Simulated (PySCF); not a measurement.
PySCF 2.14 output of an unrestricted TPSSh calculation on a single atom or ion in aug-cc-pVDZ-PP with ECP60MDF, with a scalar-relativistic core potential:

```
SCF conv_tol = 1e-09
number electrons alpha = 10  beta = 8
    V. N. Staroverov, G. E. Scuseria, J. Tao, and J. P. Perdew.,  J. Chem. Phys. 119, 12129 (2003)
cycle= 1 E= -119.159456286178  delta_E= -0.0102  |g|= 0.0507  |ddm|=  0.2
cycle= 2 E= -119.159299214683  delta_E= 0.000157  |g|= 0.0599  |ddm|=  0.1
cycle= 3 E= -119.160663930463  delta_E= -0.00136  |g|= 0.004  |ddm|= 0.0443
cycle= 4 E= -119.160686657814  delta_E= -2.27e-05  |g|= 0.00106  |ddm|= 0.017
cycle= 5 E= -119.160688281339  delta_E= -1.62e-06  |g|= 5.95e-05  |ddm|= 0.00488
cycle= 6 E= -119.160688295748  delta_E= -1.44e-08  |g|= 8.19e-06  |ddm|= 0.00042
cycle= 7 E= -119.160688295906  delta_E= -1.58e-10  |g|= 1.21e-06  |ddm|= 5.04e-05
converged SCF energy = -119.160688295906  <S^2> = 2.0007134  2S+1 = 3.0004756
```

The run itself started from symmetry-adapted Hartree-Fock orbitals and held the occupation by maximum overlap, on a logarithmic radial grid, so the iterations belong to that start.

Problem. Which element, charge and spin multiplicity is this?

Solution. Pt (platinum, neutral), multiplicity 3; the state was [Xe] 4f14 5d9 6p1, one real determinant (an excited configuration).

⟨L²⟩ = 8.14 against 12 for a pure F term, so this real determinant mixes terms. Energies and moments cover only the electrons outside the core potential. Spin-orbit coupling, absent here, splits the open shell strongly.
